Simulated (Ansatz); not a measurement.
Relaxation of the cluster CrO3⁺ with UKS r2SCAN-D4/def2-TZVP.

```sh
$ ansatz run in.yaml --threads 2 --pin off --events-out ev --progress --plain --max-ram 4352MiB
```

```yaml
crystal:
  periodic: [false, false, false]
  atoms:
    - {symbol: Cr, position_ang: [-0.430060, 0.178980, -0.235980]}
    - {symbol: O, position_ang: [-1.131040, 1.467600, 0.150070]}
    - {symbol: O, position_ang: [0.954220, -0.447610, 0.488190]}
    - {symbol: O, position_ang: [0.606890, -1.198980, -0.402290]}
basis:
  gaussian: {orbitals: def2-TZVP}
total_charge: 1
magnetization: {spin_polarized: true, initial_magnetization: 1}
hamiltonian: {xc: r2scan, dispersion: d4}
scf: {lower_state_search: "off"}
output: {orbitals: {seedname: orbitals}}
relax: {f_tol: 0.02, max_steps: 100}
```

Hardware: 2 threads of Arm Neoverse V1 on a shared host. Wall time 85 s.

Positions (Å) and forces (eV/Å) at steps 1, 2, 3, 4, 5, 6, 7, 8, 9, 10, 11, 12, 13, 14 of 14:

```xyz
4
step=1 energy=-34549.7597 eV
Cr   -0.430    0.179   -0.236   -3.632    3.276   -0.605
O    -1.131    1.468    0.150   -1.835    2.484    0.313
O     0.954   -0.448    0.488    4.028    2.430    5.431
O     0.607   -1.199   -0.402    1.438   -8.190   -5.139
4
step=2 energy=-34550.5469 eV
Cr   -0.443    0.203   -0.226   -1.977    2.404    0.179
O    -1.173    1.512    0.147   -0.764    0.627   -0.200
O     0.984   -0.459    0.506    1.804    0.426    1.923
O     0.631   -1.256   -0.427    0.937   -3.457   -1.902
4
step=3 energy=-34550.8822 eV
Cr   -0.457    0.246   -0.191   -0.437    1.188    0.603
O    -1.228    1.559    0.127   -0.146   -0.306   -0.394
O     1.024   -0.495    0.516    0.227   -0.445   -0.131
O     0.661   -1.310   -0.451    0.355   -0.437   -0.078
4
step=4 energy=-34550.8444 eV rejected
Cr   -0.416    0.372   -0.042    3.329   -4.536   -0.377
O    -1.317    1.528    0.015   -2.938    3.838    0.191
O     1.110   -0.601    0.513   -0.096   -0.156   -0.227
O     0.624   -1.298   -0.487   -0.295    0.853    0.413
4
step=5 energy=-34550.9998 eV
Cr   -0.436    0.297   -0.111    0.051    0.207    0.288
O    -1.291    1.572    0.070   -0.029   -0.186   -0.216
O     1.072   -0.555    0.515   -0.007   -0.340   -0.266
O     0.654   -1.315   -0.473   -0.015    0.319    0.194
4
step=6 energy=-34551.0547 eV
Cr   -0.441    0.300   -0.011    0.061   -0.071    0.197
O    -1.314    1.578   -0.004    0.193   -0.260   -0.145
O     1.122   -0.608    0.517   -0.154   -0.075   -0.206
O     0.633   -1.270   -0.501   -0.101    0.406    0.154
4
step=7 energy=-34551.1206 eV
Cr   -0.461    0.268    0.107   -0.221   -0.046    0.151
O    -1.291    1.556   -0.092    0.290   -0.186   -0.072
O     1.157   -0.641    0.516   -0.071    0.066   -0.116
O     0.594   -1.183   -0.532    0.002    0.166    0.038
4
step=8 energy=-34551.1963 eV
Cr   -0.530    0.181    0.191   -0.409   -0.042    0.223
O    -1.188    1.528   -0.138    0.149    0.058   -0.104
O     1.139   -0.589    0.503    0.165    0.015   -0.009
O     0.579   -1.120   -0.556    0.094   -0.032   -0.110
4
step=9 energy=-34551.0728 eV rejected
Cr   -0.600    0.103    0.347   -0.398    2.330   -1.392
O    -1.114    1.503   -0.243    0.943   -2.538    1.273
O     1.174   -0.595    0.491   -0.746    0.119   -0.528
O     0.541   -1.010   -0.595    0.201    0.089    0.648
4
step=10 energy=-34551.2271 eV
Cr   -0.592    0.123    0.219    0.003   -0.210    0.215
O    -1.110    1.514   -0.145   -0.023    0.159   -0.156
O     1.119   -0.535    0.492    0.007   -0.055   -0.020
O     0.583   -1.102   -0.566    0.012    0.106   -0.039
4
step=11 energy=-34551.1884 eV rejected
Cr   -0.606    0.095    0.314   -0.553   -0.154   -0.720
O    -1.051    1.472   -0.194    0.076    0.008    0.185
O     1.077   -0.512    0.486    0.960   -0.186    0.038
O     0.579   -1.056   -0.606   -0.483    0.332    0.497
4
step=12 energy=-34551.2374 eV
Cr   -0.610    0.100    0.259    0.055    0.094   -0.001
O    -1.080    1.496   -0.172    0.041   -0.139    0.015
O     1.122   -0.531    0.490   -0.098   -0.001   -0.032
O     0.569   -1.065   -0.577    0.002    0.046    0.017
4
step=13 energy=-34551.2381 eV
Cr   -0.615    0.092    0.272    0.039   -0.073    0.008
O    -1.062    1.483   -0.180   -0.041    0.083   -0.020
O     1.115   -0.523    0.489    0.025    0.005    0.037
O     0.563   -1.051   -0.582   -0.024   -0.015   -0.024
4
step=14 energy=-34551.2384 eV
Cr   -0.610    0.096    0.270    0.006   -0.009   -0.009
O    -1.071    1.486   -0.179   -0.001    0.005    0.004
O     1.118   -0.529    0.490    0.000    0.005    0.001
O     0.563   -1.054   -0.581   -0.005   -0.001    0.004
```

The structure holds one bond between oxygen atoms, so isomers without such links may lie far lower. The charge 1 doublet is spin-contaminated (final ⟨S²⟩ up to 1.61, 0.75 for a pure state). The structure comes from a short search, and lower isomers may exist.
